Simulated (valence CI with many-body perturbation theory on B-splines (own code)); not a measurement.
W42+: input, log and results

Computed by configuration interaction combined with many-body perturbation theory (CI+MBPT): four valence electrons over a frozen Dirac-Fock core [Ar] 3d10, radial functions for each j: 6 s, 6 p, 5 d, 3 f, 1 g, with the one-electron correlation potential Σ1 (screened to all orders), the two-electron term Σ2, the three-electron term Σ3, Breit, model QED; selected single and double excitations, second order for the rest, scaled by the run's own slope (own B-spline code, finite nucleus).

Command, and the settings that its task file holds:

```sh
python run_cv.py task.json out
```

```
atom W  Z=74  mass_number=184  rms_radius_fm=5.3658
core [Ar] 3d10
valence 4s2 4p2
avg = 1
basis = S
breit = 1
cap = 10000
capref = 1200
cscale = 1
de = 0.0
dress = 0
ecut = 117.56
eps = 2e-08
extrap = 1
h = 0.27
hh = 1
l2 = 3
lcore = 6
maxit = 60
n2 = 5
natural = 1
nlev = 20
nno = [3, 3, 3, 2, 1]
nroot = 26
nsp = [3, 3, 2, 1, 0]
pt2 = 1
qed = 1
rpa = 1
s1 = 1
s2 = 1
s3 = 1
screen = 1
tol = 2e-05
whole = 1
```

It took 15 s on 1 thread of Arm Neoverse V2, with other jobs on the host.

Log. The first blocks belong to the next ion, which gives the ionisation energy. Fields: 2J, parity (1 odd), roots, reference size, generating configurations, candidates as configurations/state functions, variational space P, stored matrix elements, Davidson steps; e2 is the range of second-order energies in hartree. The first line gives the box (bohr), its intervals, the orbitals and the steps of their self-consistent field. Window is the range of levels sought, series limit the energy at which the first omitted orbital would enter, core excitation an estimate of the first excitation out of the core, left out the lowest levels not solved, and shifts from estimates the range by which levels moved from their first estimate, all in cm⁻¹.

```
rmax 2.7 intervals 56 orbitals 36 references ['4s2 4p2', '4s 4p3', '4s2 4p 4d', '4p4', '4s 4p2 4d'] scf 3 t 0.5
2J=1 par=1 roots 2 ref 23 generators 6 cand 1351/2024 P 597/884 nnz 0 it 0
2J=1 par=1 roots 2 ref 23 generators 9 cand 773/1163 P 767/1130 nnz 0 it 0
   second order: generators 15 cand 1190/1765 e2 -0.00000 -0.00000
reference levels 428, estimated 69, window 2851573 1/cm; series limit 8699830, core excitation 12932773
2J=0 par=0 roots 3 ref 22 generators 9 cand 1563/2587 P 1675/2605 nnz 6.2e+05 it 3
2J=0 par=0 roots 3 ref 22 generators 16 cand 3042/5804 P 1997/3194 nnz 8.4e+05 it 4
   second order: generators 26 cand 4058/8027 e2 -0.00002 -0.00000
2J=2 par=0 roots 3 ref 35 generators 6 cand 2296/8977 P 1105/3547 nnz 1.5e+06 it 4
2J=2 par=0 roots 3 ref 35 generators 13 cand 3770/17635 P 1781/6306 nnz 4.3e+06 it 5
   second order: generators 23 cand 4219/19844 e2 -0.00003 -0.00001
2J=4 par=0 roots 4 ref 55 generators 10 cand 3023/15617 P 1166/3571 nnz 1.4e+06 it 4
2J=4 par=0 roots 4 ref 55 generators 24 cand 5129/33221 P 2252/8666 nnz 6.8e+06 it 5
   second order: generators 36 cand 4524/32104 e2 -0.00005 -0.00002
2J=4 par=1 roots 8 ref 57 generators 21 cand 4728/26940 P 1060/3571 nnz 1.5e+06 it 5
2J=4 par=1 roots 8 ref 57 generators 27 cand 5201/33561 P 2374/9992 nnz 9.1e+06 it 7
   second order: generators 45 cand 4607/32139 e2 -0.00004 -0.00001
2J=2 par=1 roots 6 ref 44 generators 19 cand 4466/20311 P 1263/3558 nnz 1.4e+06 it 4
2J=2 par=1 roots 6 ref 44 generators 25 cand 4806/23119 P 2496/8257 nnz 5.8e+06 it 5
   second order: generators 40 cand 4662/23878 e2 -0.00003 -0.00001
2J=6 par=1 roots 4 ref 53 generators 13 cand 4404/29821 P 1034/3568 nnz 1.6e+06 it 4
2J=6 par=1 roots 4 ref 53 generators 26 cand 5366/38768 P 2148/9191 nnz 8e+06 it 6
   second order: generators 34 cand 4252/33145 e2 -0.00004 -0.00002
2J=0 par=1 roots 2 ref 16 generators 6 cand 2948/5204 P 1121/1812 nnz 0 it 4
2J=0 par=1 roots 2 ref 16 generators 12 cand 3163/5740 P 1620/2616 nnz 6.4e+05 it 5
   second order: generators 18 cand 4095/7890 e2 -0.00002 -0.00001
2J=8 par=1 roots 1 ref 37 generators 5 cand 3104/17387 P 670/2724 nnz 1.4e+06 it 4
2J=8 par=1 roots 1 ref 37 generators 9 cand 4113/23893 P 977/4191 nnz 2.5e+06 it 5
   second order: generators 15 cand 4283/26586 e2 -0.00003 -0.00003
2J=6 par=0 roots 2 ref 40 generators 8 cand 3720/21178 P 938/3548 nnz 1.5e+06 it 4
2J=6 par=0 roots 2 ref 40 generators 18 cand 4925/34176 P 2190/9822 nnz 8.6e+06 it 6
   second order: generators 25 cand 4163/30770 e2 -0.00005 -0.00003
left out: unestimated 4152481, estimated 3216277, shifts from estimates -3 to 15
operators 1.4
```

The Davidson iterations converged. The settings are bad on purpose, so the numbers may not be properties of the ion.

No measured spectrum was set against this ion. As an estimate, large intervals hold to a few tenths of a per cent, small ones and those within an open d or f shell to about a per cent.

* Valence energy: -335.2622 hartree
* Ionisation energy: 2146.6 eV (NIST: 2149.1 ± 2.1 eV (semi-empirical))
* Reference configurations for the orbitals: 4s2 4p2, 4s 4p3, 4s2 4p 4d, 4p4, 4s 4p2 4d
* Radial orbitals: 36
* Box radius: 2.665 bohr
* Largest variational space: 9992
* Lowest levels: (4s^2 4p1/2^2) J=0 0, (4s^2 4p1/2 4p3/2) J=1 737990, (4s^2 4p1/2 4p3/2) J=2 772720, (4s 4p1/2^2 4p3/2) J=2 1513800, (4s^2 4p3/2^2) J=2 1536900, (4s^2 4p3/2^2) J=0 1612000, (4s 4p1/2^2 4p3/2) J=1 1632400, (4s^2 4p1/2 4d3/2) J=2 1973800, (4s^2 4p1/2 4d3/2) J=1 2120700, (4s 4p1/2 4p3/2^2) J=2 [a] 2157500, (4s^2 4p1/2 4d5/2) J=3 2192800, (4s 4p1/2 4p3/2^2) J=2 [b] 2286500, (4s 4p1/2 4p3/2^2) J=3 2323000, (4s 4p1/2 4p3/2^2) J=0 2348000 cm⁻¹

Levels are named by their leading jj configuration (3d3/2^4 stands for four electrons in 3d with j = 3/2), which in mixed levels can hold well under half, so a name can repeat and another be missing. Letters in brackets count levels of one name in rising energy.
